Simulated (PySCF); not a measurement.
## Correlation energy of Ir (iridium, neutral)

[Xe] 4f14 5d7 6s2, high-spin 4F determinant. All numbers are calculated (PySCF 2.14, a scalar-relativistic core potential, in def2-TZVPPD with the def2 core potential (60 electrons)). Frozen: 5s2 5p6; 9 electrons correlated.

MP2 pair energies summed by pair of shells (mhartree):

```tsv
pair	energy	share (%)
5d-5d	-140.25	61.1
5d-6s	-72.49	31.6
6s-6s	-16.78	7.3
```

Total MP2 correlation energy: -229.52 mhartree.

Same-spin part -84.90 and opposite-spin part -144.62 mhartree; SCS-MP2 scales them by 1/3 and 6/5 to -201.84 mhartree.
